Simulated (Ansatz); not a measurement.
`[OH][GeH]([Cl])[Cl]` and `OC(Cl)Cl` differ in one element.

Ansatz, PBE0-D4/def2-TZVP geometries, multiplicity 1. Each molecule was computed in one conformer, which needn't be the lowest.

Scalar relativity is left out up to krypton.

```csv
property,`[OH][GeH]([Cl])[Cl]`
HOMO energy (PBE0/def2-TZVPP) / eV,-9.23
LUMO energy (ωB97M-V/def2-TZVPP) / eV,1.25
LUMO energy (PBE0/def2-TZVPP) / eV,-0.78
HOMO energy (B3LYP/def2-TZVPP) / eV,-8.92
LUMO energy (B3LYP/def2-TZVPP) / eV,-1.12
"ideal-gas entropy at 298 K and 1 bar (rigid rotor, harmonic PBE0-D4/def2-TZVP) / J/(mol·K)",337
```

Give the same properties after the change, and the shifts. (Best estimate.)

Ansatz gave: 
| property | `OC(Cl)Cl` | shift |
| --- | --- | --- |
| HOMO energy (PBE0/def2-TZVPP) / eV | -8.70 | 0.53 |
| LUMO energy (ωB97M-V/def2-TZVPP) / eV | 1.88 | 0.63 |
| LUMO energy (PBE0/def2-TZVPP) / eV | -0.26 | 0.52 |
| HOMO energy (B3LYP/def2-TZVPP) / eV | -8.41 | 0.51 |
| LUMO energy (B3LYP/def2-TZVPP) / eV | -0.56 | 0.56 |
| ideal-gas entropy at 298 K and 1 bar (rigid rotor, harmonic PBE0-D4/def2-TZVP) / J/(mol·K) | 298 | -39 |

B3LYP here is the variant with VWN-RPA as its local correlation; programs differ in this.
